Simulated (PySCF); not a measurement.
Gas-phase reaction: 3 Ga(OH)3 ⇌ 3 GaOH + 2 H2O + 2 HO2

Method: PySCF energies plus ideal-gas RRHO corrections (1 bar). † marks an energy on the PBE0/def2-TZVP geometry and frequencies; other levels use their own. CCSD(T) freezes the core. 6-31G* has spherical d functions here. Open shells (unrestricted): HO2 (multiplicity 2); the rest are closed-shell singlets. B3LYP is the form with VWN-RPA correlation. Ga: all electrons, no relativistic terms. Ga(OH)3, GaOH: computed as isolated molecules; such fragments, hydroxides, amides, oligomers or adducts are transient or little studied in the gas. CCSD(T) isn't extrapolated to the basis-set limit; its ΔH°(298 K) is 1300.5 kJ in def2-SVP and 1347.4 kJ in def2-TZVPP. The harmonic model lacks anharmonicity and excited electronic states, which grow with temperature; levels with a mode under 35 cm⁻¹ are left out.

| level | ΔE electronic, kJ | ΔH°(298 K), kJ | ΔS°(298 K), J/K | ΔG°(1400 K), kJ |
|---|---|---|---|---|
| B3LYP/6-31G* | 1131 | 1104 | 624 | 284 |
| CCSD(T)/def2-SVP† | 1329 | 1301 | 627 | 475 |
| PBE/def2-TZVP† | 1194 | 1166 | 627 | 341 |
| r2SCAN/def2-TZVP† | 1317 | 1289 | 627 | 463 |
| ωB97X-V/def2-TZVP† | 1315 | 1287 | 627 | 462 |
ΔH° is lowest at B3LYP/6-31G* and highest at CCSD(T)/def2-SVP†. No reference value is set beside these.
